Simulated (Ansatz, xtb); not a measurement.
## C5H8F2O: which of two isomers lies lower

Structure a: `C[C@@]1(F)C[C@@H](F)CO1`, a singlet. Structure b: `F[C@@H]1CCO[C@H](F)C1`, a singlet. Both are isolated molecules in the gas phase, relaxed with r2SCAN-D4/def2-SVP; the shapes shown needn't be the lowest conformers.

a (Å):

```yaml
atoms:
  - { symbol: C, position_ang: [0.6805, -0.7021, -1.7574] }
  - { symbol: C, position_ang: [-0.3802, -0.3708, -0.7422] }
  - { symbol: C, position_ang: [-0.1396, -0.8059, 0.7189] }
  - { symbol: C, position_ang: [-0.4531, 0.4448, 1.5366] }
  - { symbol: C, position_ang: [-1.1974, 1.3154, 0.5378] }
  - { symbol: F, position_ang: [-1.5754, -0.9867, -1.1563] }
  - { symbol: F, position_ang: [0.7345, 1.0742, 1.8905] }
  - { symbol: O, position_ang: [-0.5925, 1.0011, -0.7117] }
  - { symbol: H, position_ang: [0.8107, -1.7911, -1.8266] }
  - { symbol: H, position_ang: [0.3714, -0.3141, -2.7381] }
  - { symbol: H, position_ang: [1.6329, -0.2355, -1.4698] }
  - { symbol: H, position_ang: [0.9019, -1.1072, 0.9004] }
  - { symbol: H, position_ang: [-0.8015, -1.6483, 0.9633] }
  - { symbol: H, position_ang: [-1.0202, 0.2510, 2.4624] }
  - { symbol: H, position_ang: [-2.2755, 1.0669, 0.5277] }
  - { symbol: H, position_ang: [-1.0648, 2.3880, 0.7346] }
```

b (Å):

```xyz
16

C     1.0248   -0.5181    1.1962
C    -0.4919   -0.6306    1.2182
C    -0.9086   -1.7231    2.1899
C     1.0639   -2.9634    1.8459
C     1.6660   -1.8774    0.9609
F     1.4421   -0.0282    2.4316
F     1.5188   -2.7748    3.1440
O    -0.3174   -2.9754    1.8302
H     1.3611    0.2042    0.4302
H    -0.9287    0.3376    1.5125
H    -0.8526   -0.8719    0.2034
H    -0.6048   -1.4529    3.2161
H    -1.9944   -1.8903    2.1764
H     1.3827   -3.9717    1.5302
H     1.5076   -2.1669   -0.0915
H     2.7514   -1.8187    1.1366
```

Estimate E(b) − E(a) at the level CCSD(T)/def2-SVP + ΔMP2/def2-TZVPP.

Calculated at CCSD(T)/def2-SVP + ΔMP2/def2-TZVPP: E(b) − E(a) = +3.0 kcal/mol, so structure a lies lower.

The same difference at several levels:

```
                             level            geometry  E(b) − E(a) (kcal/mol)  departure from the last row (kcal/mol)  job, with rough time for the two
                          GFN2-xTB            GFN2-xTB                      +2.8                                    −0.1              optimisation, 0.19 s
                         HF/STO-3G            GFN2-xTB                      +3.2                                    +0.2              single point, 0.44 s
      r2SCAN-D4/def2-SVP//GFN2-xTB            GFN2-xTB                      +1.3                                    −1.7               single point, 4.1 s
                r2SCAN-D4/def2-SVP  r2SCAN-D4/def2-SVP                      +1.7                                    −1.2                optimisation, 59 s
                       HF/def2-SVP  r2SCAN-D4/def2-SVP                      +1.3                                    −1.7           part of the CCSD(T) run
                      MP2/def2-SVP  r2SCAN-D4/def2-SVP                      +1.6                                    −1.4           part of the CCSD(T) run
                  CCSD(T)/def2-SVP  r2SCAN-D4/def2-SVP                      +1.6                                    −1.4                      single point
CCSD(T)/def2-SVP + ΔMP2/def2-TZVPP  r2SCAN-D4/def2-SVP                      +3.0                                                     single point, 2.1 min
```

As drawn, both hold the same kinds of bond in the same numbers. Structure a has 1 methyl group, b 0. Structure a has a 5-membered ring, b a 6-membered ring.

The levels shown agree on the order. The largest departure from CCSD(T)/def2-SVP + ΔMP2/def2-TZVPP is that of HF/def2-SVP, 1.7 kcal/mol. The last row adds to CCSD(T) the change of the MP2 difference between the two basis sets, here +1.4 kcal/mol.

With thermal terms from frequencies at re-optimised GFN2-xTB minima (ideal gas, soft modes damped towards free rotors, one conformer each, 298.15 K, 1 atm): on the last row, ΔE + ΔZPE = +4.1, ΔH = +3.7, ΔG = +4.6 kcal/mol.

The correlated steps freeze 8 core orbitals. Codes used: Ansatz 0.2.0, xtb 6.7.1; the last row on 4 threads of Arm Neoverse V1 on a shared host.
